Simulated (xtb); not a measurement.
xtb input (GFN2-xTB):

```bash
xtb mol.xyz --gfn 2 --sp --chrg 1 --uhf 0
```
mol.xyz:
```
4

Ti    -0.00000000     0.00000000    -0.00000000
F     -1.51471230    -0.93382908     0.02815765
F      0.01926686     1.64401253    -0.68120082
F      1.49544544    -0.71018345     0.65304317
```

End of the output:

```
         :::::::::::::::::::::::::::::::::::::::::::::::::::::
         ::                     SUMMARY                     ::
         :::::::::::::::::::::::::::::::::::::::::::::::::::::
         :: total energy             -15.478716548971 Eh    ::
         :: gradient norm              0.066056206790 Eh/a0 ::
         :: HOMO-LUMO gap              2.552239065046 eV    ::
         ::.................................................::
         :: SCC energy               -15.500248819108 Eh    ::
         :: -> isotropic ES            0.219130504894 Eh    ::
         :: -> anisotropic ES          0.004983181853 Eh    ::
         :: -> anisotropic XC          0.008960103175 Eh    ::
         :: -> dispersion             -0.001237205247 Eh    ::
         :: repulsion energy           0.021532270137 Eh    ::
         :: add. restraining           0.000000000000 Eh    ::
         :: total charge               1.000000000000 e     ::
         :::::::::::::::::::::::::::::::::::::::::::::::::::::

           -------------------------------------------------
          |                Property Printout                |
           -------------------------------------------------

    * Orbital Energies and Occupations

         #    Occupation            Energy/Eh            Energy/eV
      -------------------------------------------------------------
         1        2.0000           -1.1653094             -31.7097
         2        2.0000           -1.1099025             -30.2020
         3        2.0000           -1.1099025             -30.2020
         4        2.0000           -0.8274560             -22.5162
         5        2.0000           -0.8057875             -21.9266
         6        2.0000           -0.7927769             -21.5726
         7        2.0000           -0.7927769             -21.5726
         8        2.0000           -0.7865588             -21.4034
         9        2.0000           -0.7865588             -21.4034
        10        2.0000           -0.7855889             -21.3770
        11        2.0000           -0.7855889             -21.3770
        12        2.0000           -0.7812520             -21.2589 (HOMO)
        13                         -0.6874590             -18.7067 (LUMO)
        14                         -0.6364928             -17.3199
        15                         -0.6364928             -17.3199
Note: The following floating-point exceptions are signalling: IEEE_DENORMAL
normal termination of xtb
        16                         -0.5717645             -15.5585
        17                         -0.5717645             -15.5585
        18                         -0.3928060             -10.6888
        19                         -0.2268986              -6.1742
        20                          0.1857444               5.0544
        21                          0.1857444               5.0544
      -------------------------------------------------------------
                  HL-Gap            0.0937931 Eh            2.5522 eV
             Fermi-level           -0.7343555 Eh          -19.9828 eV

     #   Z          covCN         q      C6AA      α(0)
     1  22 Ti       1.991     1.689   187.800    33.553
     2   9 F        0.664    -0.230    11.569     4.015
     3   9 F        0.664    -0.230    11.569     4.015
     4   9 F        0.664    -0.230    11.569     4.015

 Mol. C6AA /au·bohr⁶  :        526.519074
 Mol. C8AA /au·bohr⁸  :      34626.276355
 Mol. α(0) /au        :         45.597526

Wiberg/Mayer (AO) data.
largest (>0.10) Wiberg bond orders for each atom

 ---------------------------------------------------------------------------
     #   Z sym  total        # sym  WBO       # sym  WBO       # sym  WBO
 ---------------------------------------------------------------------------
     1  22 Ti   3.509 --     2 F    1.170     3 F    1.170     4 F    1.170
     2   9 F    1.299 --     1 Ti   1.170
     3   9 F    1.299 --     1 Ti   1.170
     4   9 F    1.299 --     1 Ti   1.170
 ---------------------------------------------------------------------------

Topologies differ in total number of bonds
Writing topology from bond orders to xtbtopo.mol

molecular dipole:
                 x           y           z       tot (Debye)
 q only:       -0.000      -0.000      -0.000
   full:        0.000       0.000       0.000       0.000
molecular quadrupole (traceless):
                xx          xy          yy          xz          yz          zz
 q only:       -1.679      -0.473      -1.123      -1.134       1.982       2.802
  q+dip:       -1.999      -0.563      -1.336      -1.349       2.359       3.335
   full:       -3.449      -0.971      -2.306      -2.329       4.072       5.756

           -------------------------------------------------
          | TOTAL ENERGY              -15.478716548971 Eh   |
          | GRADIENT NORM               0.066056206790 Eh/α |
          | HOMO-LUMO GAP               2.552239065046 eV   |
           -------------------------------------------------

------------------------------------------------------------------------
------------------------------------------------------------------------
 total:
 SCF:
```

This state (charge 1, singlet) is run at the relaxed geometry of the species with charge 0 and multiplicity 2.
